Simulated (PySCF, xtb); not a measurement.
SiBrI, SMILES Br[Si]I (connectivity only; charge and spin as stated), neutral, multiplicity 1.

GFN2-xTB (xtb) at its own geometry gives an orbital gap of 2.40 eV and a dipole moment of 3.71 D.

Geometry optimised at PBE0-D3(BJ)/def2-TZVP. The def2 effective core potentials stand for the cores of I; spin–orbit coupling is left out.

Q: What does PySCF with CAM-B3LYP/def2-TZVPD give? (An estimate is asked for; the answer gives what the named calculation found.)

A: gap 6.35 eV (levels -8.49 and -2.14 eV), dipole 0.91 D.
